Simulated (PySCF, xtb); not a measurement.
B(H)(Et)(OMe) (C3H9BO), SMILES O(BCC)C. One conformer was computed; it need not be the lowest.

Harmonic wavenumbers (cm⁻¹) from xtb with GFN2-xTB at its own minimum, in rising order: 48, 67, 172, 207, 300, 344, 514, 592, 817, 867, 946, 995, 1048, 1075, 1123, 1125, 1151, 1245, 1286, 1349, 1412, 1416, 1472, 1475, 1479, 1510, 1513, 2611, 2926, 2949, 2950, 2962, 2994, 3012, 3035, 3040.

**Question.** What does PBE-D3(BJ)/def2-SVP (PySCF 2.14.0) give at its own minimum? (The exact figures need the calculation; the answer reports its results.)

**Answer.** 48, 83, 182, 199, 291, 323, 508, 518, 821, 862, 943, 988, 990, 1042, 1124, 1126, 1143, 1210, 1237, 1343, 1355, 1370, 1412, 1424, 1424, 1428, 1449, 2513, 2928, 2947, 2962, 2968, 3028, 3051, 3055, 3064. Paired by order, the mean absolute difference is 28 cm⁻¹ and the zero-point energies are 74.4 and 73.4 kcal/mol.
